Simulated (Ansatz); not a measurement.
```yaml
atoms:
  - { symbol: C, position_ang: [-0.0083, -0.0022, -0.6331] }
  - { symbol: C, position_ang: [-0.0021, 0.0093, 0.6250] }
```

Basis set: def2-TZVP (spherical functions). Frozen core: 2 orbitals. Charge 0, multiplicity 1.

Computed with Ansatz (development build ahead of 0.2.0); each method stands on the lowest determinant of its kind that the runs found. Restricted open shells among the atoms or ions are ROHF, correlated in semicanonical orbitals with singles.

Task: Give the atomization energy at this shape (free ground-state atoms in the same class of orbitals less the molecule, no zero-point energy) of singlet C2 by RHF-MP2, RHF.

Result:

```tsv
method	atomization energy
RHF-MP2	3.77 eV
RHF	1.89 eV
```

Caution: in another basis set an unrestricted determinant lies well below; the shape is not the minimum.
